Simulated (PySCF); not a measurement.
Si(OSiH3)(H)(NHSiH3)(Cl) (ClH8NOSi3), SMILES [SiH3]N[SiH](Cl)O[SiH3].

Coordinates come from a B3LYP-D3(BJ)/def2-SVP optimisation. Other conformers were not sampled.

Method: B3LYP-D3(BJ)/def2-SVP run with PySCF.

Frequencies are harmonic and unscaled.

| mode | ν (cm⁻¹) | IR (km/mol) | moving atoms (share of kinetic energy) |
|---|---|---|---|
| 1 | 33 | 1.5 | Si 42 %, H 24 %, Cl 17 %, N 15 % |
| 2 | 51 | 0.6 | Si 43 %, H 32 %, O 19 % |
| 3 | 59 | 0.2 | H 76 %, Si 10 %, Cl 8 % |
| 4 | 68 | 1.8 | Si 37 %, Cl 29 %, H 24 %, O 9 % |
| 5 | 99 | 1.0 | H 68 %, Si 15 %, O 9 % |
| 6 | 138 | 2.7 | O 37 %, H 36 %, Si 21 % |
| 7 | 188 | 15.0 | H 36 %, Cl 21 %, Si 18 %, N 14 %, O 12 % |
| 8 | 290 | 5.0 | O 28 %, Cl 25 %, Si 22 %, N 16 %, H 9 % |
| 9 | 335 | 26.9 | H 53 %, N 20 %, Si 13 %, O 12 % |
| 10 | 392 | 44.2 | Si 37 %, N 28 %, H 19 %, O 12 % |
| 11 | 512 | 69.9 | Si 53 %, Cl 33 % |
| 12 | 619 | 35.7 | Si 61 %, H 20 %, O 14 % |
| 13 | 638 | 13.7 | H 48 %, Si 38 %, N 12 % |
| 14 | 717 | 13.3 | H 86 %, Si 9 % |
| 15 | 723 | 29.4 | H 84 %, Si 9 % |
| 16 | 741 | 47.0 | H 80 %, O 10 %, Si 9 % |
| 17 | 751 | 41.4 | H 72 %, N 14 %, Si 9 % |
| 18 | 851 | 268.3 | H 75 %, Si 14 %, N 8 % |
| 19 | 876 | 349.4 | H 73 %, Si 15 %, N 12 % |
| 20 | 926 | 260.4 | H 44 %, N 33 %, Si 22 % |
| 21 | 946 | 55.6 | H 96 % |
| 22 | 958 | 111.2 | H 96 % |
| 23 | 960 | 130.8 | H 95 % |
| 24 | 971 | 37.1 | H 94 % |
| 25 | 995 | 295.3 | H 72 %, Si 17 % |
| 26 | 1005 | 158.4 | H 89 % |
| 27 | 1094 | 336.2 | O 69 %, Si 16 %, H 14 % |
| 28 | 1179 | 213.7 | H 63 %, N 34 % |
| 29 | 2222 | 108.2 | H 96 % |
| 30 | 2230 | 59.2 | H 99 % |
| 31 | 2231 | 180.0 | H 96 % |
| 32 | 2237 | 75.9 | H 97 % |
| 33 | 2242 | 124.9 | H 96 % |
| 34 | 2253 | 124.2 | H 97 % |
| 35 | 2287 | 129.5 | H 97 % |
| 36 | 3597 | 50.7 | H 93 % |
